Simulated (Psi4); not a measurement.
Internal rotation in H3BrSeSi, SMILES [SeH][SiH2]Br. Scanned: dihedral H4–Se1–Si2–Br3; all other coordinates were relaxed at GFN2-xTB. Points at φ and −φ are mirror images.

Geometry of the scan point at 180° (Å):
```
6

Se     1.6513    -0.6112    -0.5092
Si    -0.5355    -0.2673     0.0120
Br    -1.6973    -1.8138    -1.0577
H      2.1140     0.4892     0.2941
H     -0.7782    -0.4749     1.4303
H     -1.0002     1.0172    -0.4859
```

Calculation: DF-MP2 (frozen core)/cc-pVTZ // GFN2-xTB (Psi4).

Scanned values (°): -150, -120, -90, -60, -30, 0, 30, 60, 90, 120, 150, 180.

Describe the profile: where are the wells and the tops?

Lower than their neighbours: -60° (0.0 kJ/mol), 60° (0.0 kJ/mol), 180° (3.2 kJ/mol). Higher than their neighbours: -150° (4.3 kJ/mol), 0° (8.2 kJ/mol), 150° (4.3 kJ/mol). The whole profile spans 8.2 kJ/mol.
